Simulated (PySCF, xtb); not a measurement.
C3H7FSi, SMILES F[SiH2]C1CC1. The values are those of a single conformer.

Harmonic wavenumbers (cm⁻¹) from GFN2-xTB (xtb) at its own minimum, in rising order: 30, 150, 253, 277, 513, 573, 674, 726, 773, 810, 816, 847, 956, 1006, 1026, 1072, 1074, 1106, 1158, 1243, 1351, 1450, 1492, 2307, 2328, 3022, 3080, 3083, 3085, 3100.

Task: What does PBE0-D3(BJ)/def2-SVP (PySCF 2.14.0) give at its own minimum? (The exact figures need the calculation; the answer reports its results.)

Result: 73, 143, 228, 323, 591, 690, 749, 799, 829, 862, 913, 943, 961, 963, 1035, 1066, 1081, 1120, 1181, 1226, 1327, 1442, 1496, 2241, 2253, 3143, 3148, 3170, 3237, 3247. Paired by order, the mean absolute difference is 55 cm⁻¹ and the zero-point energies are 56.3 and 57.9 kcal/mol.
